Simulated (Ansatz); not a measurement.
**Question.** Name a neutral molecule of C, Cl, Ga, N and H with vertical ionisation energy (CCSD(T)/def2-TZVPP) between 8.65 and 8.95 eV and HOMO–LUMO gap (PBE0/def2-TZVPP) between 5.70 and 6.00 eV (Ansatz, PBE0-D4/def2-TZVP geometry).

**Answer.** `C[N](C)[Ga]([Cl])[Cl]` (8.83 eV, 5.92 eV). Other molecules can fit too; these were computed, each in one conformer that needn't be the lowest.
